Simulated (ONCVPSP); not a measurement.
# Cutoff test, aluminium (Al), ONCV

```json
{
 "Element": "aluminium (Al)",
 "Generator": "ONCVPSP 4.0.1",
 "Type": "optimised norm-conserving Vanderbilt (ONCV)",
 "Functional": "BLYP",
 "Relativity": "non-relativistic",
 "Frozen core": "[Ne]",
 "Valence charge": "3",
 "Reference configuration": "3s2 3p0.75 (charge +0.25)",
 "Partial waves": "3s: rc 1.70 bohr, ncon 4, nbas 7, qcut 4.5 1/bohr, 2 projectors, debl 2.2 Ha; 3p: rc 2.65 bohr, ncon 5, nbas 8, qcut 2.9 1/bohr, 2 projectors, debl 2.3 Ha; d scattering state at 0.38 Ha: rc 2.75 bohr, ncon 3, nbas 7, qcut 3.3 1/bohr, 1 projector",
 "Local potential": "polynomial inside 1.50 bohr (lpopt 3, dvloc0 0 Ha)",
 "Core correction": "Teter function fitted to the true core (icmod 2), fcfact 0.6"
}
```

Task: For each optimised wave give the share of its norm inside rc, the residual kinetic energy above qcut (Ha) and the cutoffs (Ha) for errors of 10, 1, 0.1 and 0.01 mHa per electron.

Result:

```tsv
wave	norm inside rc	residual KE	10 mHa	1 mHa	0.1 mHa	0.01 mHa
3s	0.208	6.1e-05	3.7	5.9	7.9	38.7
s projector 2	0.114	6.4e-03	6.7	47.9	60.0	78.9
3p	0.373	9.7e-05	1.4	2.2	3.8	21.4
p projector 2	0.167	3.5e-03	4.0	6.1	17.9	30.9
d projector 1	0.272	5.3e-04	3.3	5.0	16.2	32.9
```

The occupied waves need 5.9 Ha and 7.9 Ha for 1 and 0.1 mHa. The cutoffs count occupied waves only; projector 2 of the s channel, the hardest unoccupied one, needs 48 Ha at the loose tolerance. Note: no bound ghost flagged; GHOST(+) flagged for s at 115.1 eV.
